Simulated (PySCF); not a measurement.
**Molecular orbitals of NaTe**

TPSSh at R = 2.817 Å; PySCF, scalar-relativistic core potentials, basis sets Na cc-pVDZ, Te cc-pVDZ-PP with ECP28. State: ²Π (doublet), unpaired electrons π ↑. Only the outer orbitals are listed, counted within each symmetry, core potentials removing the inner ones.

| spin | orbital | occ. | ε (eV) | on Na (%) | main shells (%) |
| --- | --- | --- | --- | --- | --- |
| α | 3π | 1 | -30.99 | 100 | 100 Na p |
| α | 3π | 1 | -30.97 | 100 | 100 Na p |
| α | 6σ | 1 | -30.94 | 100 | 100 Na p |
| α | 7σ | 1 | -14.20 | 3 | 97 Te s |
| α | 4π | 1 | -5.47 | 4 | 96 Te p |
| α | 8σ | 1 | -5.16 | 18 | 81 Te p, 14 Na s |
| α | 4π | 1 | -4.49 | 6 | 94 Te p |
| α | 9σ | 0 | -1.96 | 94 | 74 Na s, 19 Na p |
| α | 5π | 0 | -0.24 | 98 | 98 Na p |
| α | 5π | 0 | -0.15 | 97 | 96 Na p |
| β | 3π | 1 | -30.99 | 100 | 100 Na p |
| β | 3π | 1 | -30.98 | 100 | 100 Na p |
| β | 6σ | 1 | -30.95 | 100 | 100 Na p |
| β | 7σ | 1 | -13.35 | 5 | 95 Te s |
| β | 8σ | 1 | -4.85 | 21 | 78 Te p, 17 Na s |
| β | 4π | 1 | -4.18 | 7 | 93 Te p |
| β | 4π | 0 | -3.24 | 9 | 91 Te p |
| β | 9σ | 0 | -1.94 | 92 | 71 Na s, 21 Na p, 8 Te p |
| β | 5π | 0 | -0.14 | 97 | 95 Na p |

Task: Which are the highest filled and the lowest empty level, where do they sit, and how wide is the gap?

Result: Highest filled β 4π at -4.18 eV (in %: 93 Te p); lowest empty β 4π at -3.24 eV (in %: 91 Te p); the gap at TPSSh is 0.94 eV. Both belong to one degenerate shell, split only by its one-sided filling, so this is no excitation gap.

```json
{
  "bond order (Mayer)": "1.05",
  "⟨S²⟩": "0.753",
  "charge on Na (Mulliken, basis-dependent)": "0.37",
  "charge on Na (Löwdin, basis-dependent)": "0.30",
  "dipole moment (positive dipole means Na(−)Te(+))": "-8.03 D"
}
```

Spin–orbit coupling is left out. The state is the lowest determinant that a PBE0 search found; another state may lie lower at other levels.
